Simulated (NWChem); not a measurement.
The numbers come from NWChem runs, not from measurements. System: HFSi, charge 0, spin multiplicity 1, displaced from the optimised geometry. The structure started from a generated list of species. Level: RHF/cc-pVDZ, spin-restricted.

Output (cleaned and shortened):

```
             Northwest Computational Chemistry Package (NWChem) 7.3.0
             --------------------------------------------------------

                                NWChem Input Module
                                -------------------

 Scaling coordinates for geometry "geometry" by  1.889725989
 (inverse scale =  0.529177249)

                             Geometry "geometry" -> ""
                             -------------------------

 Output coordinates in angstroms (scale by  1.889725989 to convert to a.u.)

  No.       Tag          Charge          X              Y              Z
 ---- ---------------- ---------- -------------- -------------- --------------
    1 Si                  14.0000    -0.45601900     0.40367400     0.00000000
    2 H                    1.0000     0.55367500     1.57542900     0.00000000
    3 F                    9.0000     0.55953500    -0.70645200     0.00000000

 Effective nuclear repulsion energy (a.u.)      51.1926661421

            Nuclear Dipole moment (a.u.)
            ----------------------------
        X                 Y               Z
 ---------------- ---------------- ----------------
    -1.5019088623     1.6417882697     0.0000000000


 Summary of "ao basis" -> "" (spherical)
 ------------------------------------------------------------------------------
       Tag                 Description            Shells   Functions and Types
 ---------------- ------------------------------  ------  ---------------------
 *                          cc-pvdz                   on all atoms

 Summary of "ao basis" -> "ao basis" (spherical)
 ------------------------------------------------------------------------------
       Tag                 Description            Shells   Functions and Types
 ---------------- ------------------------------  ------  ---------------------
 Si                         cc-pvdz                  8       18   4s3p1d
 H                          cc-pvdz                  3        5   2s1p
 F                          cc-pvdz                  6       14   3s2p1d

                                 NWChem SCF Module
                                 -----------------

  ao basis        = "ao basis"
  functions       =    37
  atoms           =     3
  closed shells   =    12
  open shells     =     0
  charge          =   0.00
  wavefunction    = RHF
  use symmetry    = F
  symmetry adapt  = F

 Summary of "ao basis" -> "ao basis" (spherical)
[...]
   19    0.5193
   20    0.5456
   21    0.6069
   22    0.6156

                       ROHF Final Molecular Orbital Analysis
                       -------------------------------------

 Vector   10  Occ=2.000000D+00  E=-6.877071D-01
              MO Center=  5.1D-01, -6.5D-01, -2.8D-16, r^2= 5.7D-01
   Bfn.  Coefficient  Atom+Function         Bfn.  Coefficient  Atom+Function
  ----- ------------  ---------------      ----- ------------  ---------------
    29      0.628948  3 F  pz                32      0.447364  3 F  pz

 Vector   11  Occ=2.000000D+00  E=-5.584459D-01
              MO Center=  4.8D-02,  9.2D-01,  4.5D-16, r^2= 1.7D+00
   Bfn.  Coefficient  Atom+Function         Bfn.  Coefficient  Atom+Function
  ----- ------------  ---------------      ----- ------------  ---------------
    19      0.314907  2 H  s                  3      0.300476  1 Si s
     4      0.299060  1 Si s                 28     -0.276548  3 F  py
     9      0.217982  1 Si py                31     -0.200663  3 F  py
    20      0.168663  2 H  s

 Vector   12  Occ=2.000000D+00  E=-3.406809D-01
              MO Center= -6.7D-01,  5.4D-01, -3.1D-16, r^2= 2.3D+00
   Bfn.  Coefficient  Atom+Function         Bfn.  Coefficient  Atom+Function
  ----- ------------  ---------------      ----- ------------  ---------------
     4      0.515889  1 Si s                  8     -0.345947  1 Si px
    20     -0.275124  2 H  s                  3      0.262357  1 Si s
    19     -0.262741  2 H  s                 11     -0.260219  1 Si px
    27      0.167775  3 F  px                30      0.154766  3 F  px

 Vector   13  Occ=0.000000D+00  E= 3.406104D-02
              MO Center= -4.9D-01,  4.6D-01,  1.3D-15, r^2= 3.1D+00
   Bfn.  Coefficient  Atom+Function         Bfn.  Coefficient  Atom+Function
  ----- ------------  ---------------      ----- ------------  ---------------
    13      0.778206  1 Si pz                10      0.334364  1 Si pz
    32     -0.207452  3 F  pz                29     -0.173316  3 F  pz

 Vector   14  Occ=0.000000D+00  E= 1.416170D-01
              MO Center= -6.5D-01,  2.9D-01, -1.5D-16, r^2= 3.8D+00
   Bfn.  Coefficient  Atom+Function         Bfn.  Coefficient  Atom+Function
  ----- ------------  ---------------      ----- ------------  ---------------
    12      1.161261  1 Si py                20     -0.716363  2 H  s
    26      0.406873  3 F  s                  9      0.167360  1 Si py

 Vector   15  Occ=0.000000D+00  E= 2.173998D-01
              MO Center= -1.8D-01,  6.6D-01,  3.1D-16, r^2= 4.3D+00
   Bfn.  Coefficient  Atom+Function         Bfn.  Coefficient  Atom+Function
  ----- ------------  ---------------      ----- ------------  ---------------
    20      1.665390  2 H  s                 11     -1.294543  1 Si px
     4     -1.256876  1 Si s                 12     -0.547037  1 Si py
    26      0.355757  3 F  s                 16     -0.150848  1 Si d  0

 center of mass
 --------------
 x =  -0.06182103 y =  -0.02127246 z =   0.00000000

 moments of inertia (a.u.)
 ------------------
          59.050582122048          42.132923924242           0.000000000000
          42.132923924242          42.936712349589           0.000000000000
           0.000000000000           0.000000000000         101.987294471636

  Mulliken analysis of the total density
  --------------------------------------

    Atom       Charge   Shell Charges
 -----------   ------   -------------------------------------------------------
    1 Si  14    13.41   2.00  2.01  0.89  0.80  6.00  0.96  0.50  0.24
    2 H    1     1.19   0.73  0.44  0.01
    3 F    9     9.41   2.00  0.89  1.02  3.36  2.13  0.01

       Multipole analysis of the density wrt the origin
       ------------------------------------------------

     L   x y z        total         open         nuclear
     -   - - -        -----         ----         -------
     0   0 0 0     -0.000000      0.000000     24.000000

     1   1 0 0     -0.154220      0.000000     -1.501909
     1   0 1 0      0.223824      0.000000      1.641788
     1   0 0 1      0.000000      0.000000      0.000000

     2   2 0 0    -16.202653      0.000000     21.553578
     2   1 1 0     -0.144556      0.000000    -18.792541
     2   1 0 1     -0.000000      0.000000      0.000000
     2   0 2 0    -14.825161      0.000000     33.050144
     2   0 1 1     -0.000000      0.000000      0.000000
     2   0 0 2    -11.626933      0.000000      0.000000

 Task  times  cpu:        0.3s     wall:        0.3s

 Total times  cpu:        0.3s     wall:        0.3s
```

Write an NWChem input that would produce this output.

This is not unique; one that fits is 
```
start mol
memory heap 200 mb stack 900 mb global 1100 mb
geometry units angstroms nocenter noautoz noautosym
  Si    -0.456019     0.403674     0.000000
  H      0.553675     1.575429     0.000000
  F      0.559535    -0.706452     0.000000
end
basis spherical
  * library cc-pvdz
end
scf
  rhf
  nopen 0
  maxiter 100
  thresh 1e-7
  semidirect memsize 60000000 filesize 0
end
task scf energy
```
